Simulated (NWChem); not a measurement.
Atomisation of C$_{3}$H$_{7}$FSi

```
C
H 1 1.1006
H 1 1.1057 2 107.24
C 1 1.4918 2 109.84 3 -118.91
C 4 1.3333 1 128.78 2 -3.05
F 4 1.3530 5 119.27 1 178.50
H 5 1.0901 4 120.45 6 -179.85
H 5 1.0913 7 119.10 4 -179.87
Si 1 1.9119 2 108.67 3 115.14
H 9 1.4892 1 111.13 2 -169.03
H 9 1.4913 10 109.45 1 121.60
H 9 1.4927 10 108.82 11 119.34
```
Charge 0, spin multiplicity 1.

The numbers come from NWChem runs, not from measurements. All single points use one geometry, from B3LYP/def2-SVP, a minimum by its harmonic frequencies. It is one conformer; others weren't searched.

Basis set: def2-SVP. The atomisation energy is electronic alone: no zero-point, thermal, spin-orbit or counterpoise terms. No value is extrapolated to the basis-set limit. Free atoms are single determinants with multiplicities C 3, F 2, Si 3, H 2. Correlated methods freeze the same cores in atoms and molecule, 9 orbitals in all.

B3LYP has NWChem's definition, with VWN1-RPA local correlation. The structure started from a generated list of species. The stability of the SCF solutions was not checked. Open-shell Hartree-Fock references start from PBE0 orbitals.

Task: Order these methods by the atomisation energy they give, lowest first: HF, PBE0, B3LYP, MP2, BP86.

Result: HF (814.6 kcal/mol), MP2 (1040.5 kcal/mol), B3LYP (1080.0 kcal/mol), PBE0 (1087.9 kcal/mol), BP86 (1113.2 kcal/mol)
